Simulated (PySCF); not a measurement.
A GIAO shielding run with PySCF (density fitting, non-relativistic, gas phase) on `FCC(F)(F)[c+]1cc1Cl`, [C5H3ClF3]+:

```
$ OMP_NUM_THREADS=1 python probes_run.py task.json out

{"job": {"kind": "nmr", "xc": "PBE0", "basis": "pcSseg-1"}, "charge": 1, "multiplicity": 1}
F     -0.722261     1.354100     1.107285
C     -1.530179     0.502829     0.421800
C     -0.705880    -0.731722    -0.056410
F     -0.719116    -1.706964     0.870259
F     -1.258468    -1.236166    -1.171529
C      0.693532    -0.297291    -0.306038
C      1.655714     0.229718    -1.127109
C      1.959989     0.031483     0.226427
Cl     2.955468     0.113206     1.475769
H     -2.327584     0.159199     1.091187
H     -1.939373     1.029976    -0.446648
H      1.939357     0.550946    -2.111020
```

Hardware: 1 thread of an Arm Neoverse V2, shared host. The job also computes population analyses, field gradients, ring-centre shieldings.

Question: How large is the calculation?

Answer: 76 electrons, 175 basis functions and 929 auxiliary functions.

Question: How long does it take, and how much memory does it need?

Answer: 24 s of wall time, with 14 SCF cycles and 5 response iterations; peak memory 0.78 GiB. Times on a shared host scatter by some tens of per cent.
